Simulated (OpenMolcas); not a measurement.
# 5d along the 69-electron sequence

- Program: OpenMolcas 26.06
- Method: SS-CASPT2, IPEA 0.25 Eh, imaginary shift 0.1 Eh
- Basis: ANO-RCC-VQZP
- Scalar Hamiltonian: DKH2, point nucleus
- Spin-orbit coupling: state interaction with AMFI integrals over the reference wave functions, term energies averaged over their components

Active space for each ion: 1 electron in 10 orbitals (5d 6d); closed shells correlated by CASPT2: 5s 5p.

Computed levels in cm-1 above 2D 3/2:

| Level | Ta4+ | W5+ | Re6+ | Os7+ |
| --- | --- | --- | --- | --- |
| 2D 5/2 | 6777 | 8627 | 10783 | 13070 |
| weight of 2D in the lowest level (%) | 100 | 100 | 100 | 100 |

Measured, with the error of the calculation in %. Measured levels: W5+ from the list in J. Phys. B 45, 035002 (2012).

```tsv
Level	W5+
2D 5/2	8709 (-1.0)
```

The fine-structure level 2D 5/2 changes by a factor of 1.93 from Ta4+ to Os7+. Its fourth root runs 9.07, 9.64, 10.19, 10.69, with steps per unit of Z of 0.56, 0.55, 0.50; equal steps would mean a (Z - σ)^4 law with constant σ.

With one active electron outside closed inactive shells, the extra shells (6d) add no correlation to the reference. With one active electron, CASPT2 adds the correlation within the correlated inactive shells and between them and that electron, and leaves the splitting within a term as the reference gives it. Computed and measured levels are paired by configuration, term and J; levels that our copy of the source lacks, or whose pairing is in doubt (as where it misses far off the trend of its configuration), stay unpaired and out of the deviations. Levels of configurations outside the active space are missing.
